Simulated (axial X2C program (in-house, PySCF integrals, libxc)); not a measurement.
**Worked dissociation energy of NbN⁺: PBE0, spin-free**

All values were computed with an in-house all-electron X2C program for linear molecules (integrals from PySCF). Spin-free means the one-electron spin-free X2C Hamiltonian. Basis: Nb dyall-cv3z [11s12p9d5f3g], N dyall-av3z [7s7p3d2f] (cores contracted in-house); Gaussian nuclei, density fitting, unrestricted open shells. Masses: Nb 92.906 u, N 14.003 u.

Molecular state: M_S = 1/2, Λ = 2 (beyond evenly filled blocks: δ+α).

```
E(Nb+) (2M_S = 4, M_L = 0) : -3818.823253 hartree
E(N) (2M_S = 3, M_L = 0)   : -54.576345 hartree
E(NbN⁺) at Re              : -3873.603436 hartree
ωe                         : 1183.6 cm⁻¹
```

**Question.** Work out De and D0.

**Answer.** De = -3818.823253 + (-54.576345) − (-3873.603436) = 0.20384 hartree = 5.547 eV. The zero-point energy is ωe/2 = 592 cm⁻¹ = 0.073 eV, so D0 = 5.473 eV.

One determinant describes the state; a PBE0 search over occupations chose it and may have missed a lower one. Dissociation energies refer to the lowest single-determinant-based atoms at the same level and basis. The functionals have no current-density term, which raises determinants with orbital currents, atoms included. The determinant is spin-polarised beyond a pure state at some levels (its spin-free form has ⟨S²⟩ too high), which makes Re and μ there less reliable.

Each atomic determinant is the lowest at this level and need not be a pure term. Totals compare only within one Hamiltonian and basis.
